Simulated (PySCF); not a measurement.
A run for PySCF: D3(BJ) and D4 dispersion corrections on H2Mg (SMILES [MgH2]).

```python
from pyscf import gto
from pyscf.dispersion import dftd3, dftd4

mol = gto.M(
    atom='''
    H    -0.00000000   -0.00000000   -1.69956378
    Mg    0.00000000    0.00000000    0.00000000
    H    -0.00000000   -0.00000000    1.69956378
    ''',
    basis='def2-svp',
    charge=0, spin=0, verbose=0, max_memory=1800)
d3, d4 = {}, {}
for xc in ['hf', 'pbe', 'blyp', 'revpbe', 'tpss', 'r2scan', 'b3lyp', 'pbe0', 'bhlyp', 'camb3lyp', 'b2plyp']:
    d3[xc] = float(dftd3.DFTD3Dispersion(mol, xc=xc, version='d3bj', atm=False).get_dispersion()['energy'])
    print(f'D3(BJ) {xc:10s} {d3[xc]:14.8f} Eh')
for xc in ['hf', 'pbe', 'blyp', 'revpbe', 'tpss', 'r2scan', 'b3lyp', 'pbe0', 'bhlyp', 'camb3lyp', 'b2plyp']:
    d4[xc] = float(dftd4.DFTD4Dispersion(mol, xc={'camb3lyp': 'cam-b3lyp'}.get(xc, xc), atm=True).get_dispersion()['energy'])
    print(f'D4     {xc:10s} {d4[xc]:14.8f} Eh')
```

Program output:

```
D3(BJ) hf            -0.00773764 Eh
D3(BJ) pbe           -0.00066837 Eh
D3(BJ) blyp          -0.00151563 Eh
D3(BJ) revpbe        -0.00171436 Eh
D3(BJ) tpss          -0.00084814 Eh
D3(BJ) r2scan        -0.00016776 Eh
D3(BJ) b3lyp         -0.00124709 Eh
D3(BJ) pbe0          -0.00057837 Eh
D3(BJ) bhlyp         -0.00102816 Eh
D3(BJ) camb3lyp      -0.00053233 Eh
D3(BJ) b2plyp        -0.00059402 Eh
D4     hf            -0.00404052 Eh
D4     pbe           -0.00107336 Eh
D4     blyp          -0.00237653 Eh
D4     revpbe        -0.00335501 Eh
D4     tpss          -0.00143966 Eh
D4     r2scan        -0.00026026 Eh
D4     b3lyp         -0.00172636 Eh
D4     pbe0          -0.00089648 Eh
D4     bhlyp         -0.00129627 Eh
D4     camb3lyp      -0.00090206 Eh
D4     b2plyp        -0.00073891 Eh
```

The run finished.

Cost: around 0.010 core-seconds (rough).
